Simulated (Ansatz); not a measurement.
Program: Ansatz 0.2.0.

A structure relaxed at PBE0-D4/def2-TZVP, charge 0, multiplicity 1:

```
atom    x (Å)    y (Å)    z (Å)
  N1   1.3948  -0.6838   0.2695
 Al2   0.1589   0.5144  -0.0886
  N3  -1.5592   0.1515  -0.1777
  F4   0.6398   2.0714  -0.3570
  H5   2.3782  -0.4775   0.3206
  H6   1.2303  -1.6593   0.4506
  H7  -1.9754  -0.7528  -0.0349
  H8  -2.2673   0.8362  -0.3826
```

**Question.** Give its formula and SMILES.

**Answer.** AlFH4N2, `[NH2][Al]([NH2])[F]`.

**Question.** Point group (tolerance 0.08 Å, 0.16 Å for H)?

**Answer.** C2v.

**Question.** Summarise the bond lengths by kind.

**Answer.** 2 × Al–N 1.758 Å; 4 × H–N 1.006 Å; 1 × Al–F 1.652 Å.
